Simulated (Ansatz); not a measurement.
One change: `[F][Al]([F])[Cl]` becomes `C#[C][Al]([F])[F]`.

Ansatz, PBE0-D4/def2-TZVP geometries, multiplicity 1. 

```csv
property,`[F][Al]([F])[Cl]`
HOMO energy (B3LYP/def2-TZVPP) / eV,-9.65
LUMO energy (B3LYP/def2-TZVPP) / eV,-1.73
HOMO–LUMO gap (PBE/def2-TZVPP) / eV,6.20
HOMO energy (PBE/def2-TZVPP) / eV,-8.46
LUMO energy (PBE/def2-TZVPP) / eV,-2.27
LUMO energy (ωB97M-V/def2-TZVPP) / eV,0.29
```

(1) What does the change do to each property? (An estimate is asked.)

Results:

(1) The calculation gave: 
| property | `C#[C][Al]([F])[F]` | shift |
| --- | --- | --- |
| HOMO energy (B3LYP/def2-TZVPP) / eV | -8.56 | 1.09 |
| LUMO energy (B3LYP/def2-TZVPP) / eV | -1.57 | 0.16 |
| HOMO–LUMO gap (PBE/def2-TZVPP) / eV | 5.41 | -0.79 |
| HOMO energy (PBE/def2-TZVPP) / eV | -7.58 | 0.88 |
| LUMO energy (PBE/def2-TZVPP) / eV | -2.17 | 0.10 |
| LUMO energy (ωB97M-V/def2-TZVPP) / eV | 0.48 | 0.19 |

With PBE0 the HOMO rises by 1.13 eV and the LUMO rises by 0.07 eV, so the gap narrows by about 1.06 eV. PBE moves the HOMO by 0.88 eV and ωB97M-V by 1.15 eV. The zero-point energy changes by 45.5 kJ/mol with +6 modes.

B3LYP here is the variant with VWN-RPA as its local correlation; programs differ in this.
